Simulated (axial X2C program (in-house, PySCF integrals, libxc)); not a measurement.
# SbC: properties at the nuclei

Calculated with an axial X2C code built on PySCF integrals: two-component X2C with atomic mean-field Coulomb and Gaunt terms, Gaussian nuclei, basis Sb dyall-cv3z, C dyall-v3z with contracted cores.

R = 1.885 Å (near the PBE0 minimum at charge 0 of the determinant lowest at the starting distance; the state shown can have its own minimum elsewhere).

Determinant lowest in the PBE0 search, Ω = 1/2 (⟨Sz⟩ = 0.49, ⟨Lz⟩ = 0.01 at PBE0), spin on the atoms Sb -0.26, C 0.75:

```json
{"level": "PBE0", "Eeff magnitude (GV/cm)": "0.501", "Ws magnitude Sb (kHz)": "0.845", "A∥/gI Sb (MHz)": "524", "qzz Sb (a.u.)": "0.02", "A∥/gI C (MHz)": "344", "qzz C (a.u.)": "0.03", "μ (D)": "-2.12"}
{"level": "HF", "Eeff magnitude (GV/cm)": "0.921", "Ws magnitude Sb (kHz)": "1.25", "A∥/gI Sb (MHz)": "1080", "qzz Sb (a.u.)": "-1.42", "A∥/gI C (MHz)": "562", "qzz C (a.u.)": "0.04", "μ (D)": "-0.97"}
{"level": "BP86", "Eeff magnitude (GV/cm)": "1.25", "Ws magnitude Sb (kHz)": "1.7", "A∥/gI Sb (MHz)": "231", "qzz Sb (a.u.)": "0.55", "A∥/gI C (MHz)": "322", "qzz C (a.u.)": "0.05", "μ (D)": "-2.25"}
{"level": "PBE50", "Eeff magnitude (GV/cm)": "0.101", "Ws magnitude Sb (kHz)": "0.372", "A∥/gI Sb (MHz)": "843", "qzz Sb (a.u.)": "-0.44", "A∥/gI C (MHz)": "386", "qzz C (a.u.)": "0.03", "μ (D)": "-1.79"}
{"level": "B3LYP", "Eeff magnitude (GV/cm)": "0.734", "Ws magnitude Sb (kHz)": "1.12", "A∥/gI Sb (MHz)": "247", "qzz Sb (a.u.)": "0.34", "A∥/gI C (MHz)": "347", "qzz C (a.u.)": "0.00", "μ (D)": "-2.29"}
```

Determinant 0.48 eV from it at PBE0 and this distance, Ω = 3/2 (⟨Sz⟩ = 0.50, ⟨Lz⟩ = 1.00 at PBE0), spin on the atoms Sb 0.21, C 0.30:

```
level  Eeff magnitude (GV/cm)  Ws magnitude Sb (kHz)  A∥/gI Sb (MHz)  qzz Sb (a.u.)  A∥/gI C (MHz)  qzz C (a.u.)  μ (D)
 PBE0                   0.368                  0.014             358          -7.09           22.6         -0.97  -2.99
   HF                    6.21                   2.72             143          -6.55          -9.72         -0.81  -2.77
 BP86                    0.38                 0.0333             349          -6.89           28.4         -0.95  -2.86
PBE50                   0.194                 0.0725             394          -7.21           15.2         -1.01  -3.05
B3LYP                   0.311                0.00317             360          -6.84           28.4         -1.02  -3.00
```

Eeff is the effective electric field on the electron electric dipole moment in this Ω state and Ws the scalar–pseudoscalar constant of the nucleus named (defined with the proton number Z and per Ω); A∥ (defined per Ω) follows by multiplying with gI = μI/(I μN); qzz is the electric field gradient, eQq0 = 234.96 MHz × Q/barn × qzz; μ is positive if the C end (last atom) is positive. The operators were transformed with the bare-nucleus X2C matrices; with these basis sets, hyperfine constants and field gradients can be off by tens of per cent, and where levels differ in sign neither size nor sign is settled.

Q: With gI(13C) = 1.4048 (g factors from the IAEA table of nuclear moments by Stone), turn the PBE0 values of the first state into constants in MHz.

A: A∥(13C) = 344 × 1.4048 = 483 MHz.

Each state is one determinant with collinear spin. Unrestricted Hartree–Fock can overshoot spin polarisation at the nuclei. In the state Ω = 3/2 the sign of Eeff differs between levels (HF against PBE0). Where Eeff spreads by more than a factor of two the levels disagree and none is to be relied on. States lie within half an eV, so the first need not be the ground state. The sign of Ws at Sb differs between levels in the second state. Further determinants of the search, some of them spin-mixed, are not shown. Where a field gradient or hyperfine factor spreads by more than a factor of two over the levels, a constant derived from it is not to be relied on. PBE0 term energies can be off by some tenths of an eV.
